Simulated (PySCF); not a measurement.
How good is the calculation?

Bonds (- single, = double, # triple, : aromatic): O1-C2 1.356 Å, C2:C3 1.393 Å, C3:C4 1.381 Å, C4:C5 1.386 Å, C5:C6 1.381 Å, C6-F7 1.350 Å, C6:C8 1.382 Å, C8:C2 1.390 Å. O1 carries H9; C3 carries H10; C4 carries H11; C5 carries H12; C8 carries H13.

[PySCF 2.14.0 with density-fitted response routines: structure optimised with GFN2-xTB; shieldings: GIAO PBE0/pcSseg-1; one computed conformer; no solvent; non-relativistic]

Reference values: measured (G. Saielli, R. Bini, A. Bagno, Computational 19F NMR. 2. Organic compounds, RSC Adv. 2014, ESI (exp. from Berger-Braun-Kalinowski 1994 and Everett 1995)).
```
atoms        quantity  reference  computed  computed, scaled
   F7  δ 19F vs CFCl3     -112.2    -114.4            -113.6
```

Reference values: measured (liquid, neat, 295 K; 17O NMR survey of organic solvents and oxofluorinated compounds, PMC5915748).
```tsv
atoms	quantity	reference	computed	computed, scaled
O1	δ 17O vs D2O (external)	80.0	–	81.3
```

Computed shifts are σ(ref) − σ with the named reference compound (TMS for H and C) calculated as an isolated molecule at the same level. The measured values may be among those fitted. Shieldings were converted by a linear fit to measured shifts: 17O: δ = 266.41 − 0.894σ (rms 11.6 ppm, 25 shifts vs liquid water, solution or neat liquid); 19F: δ = 165.05 − 0.977σ +16.0 on sp3 carbon (rms 1.8 ppm, 16 shifts, 7.9 ppm with the 4 outliers that the fit left out vs CFCl3, solution or neat liquid). Occasional misses reach two or three times the rms, and more in compound classes unlike the fitted ones.
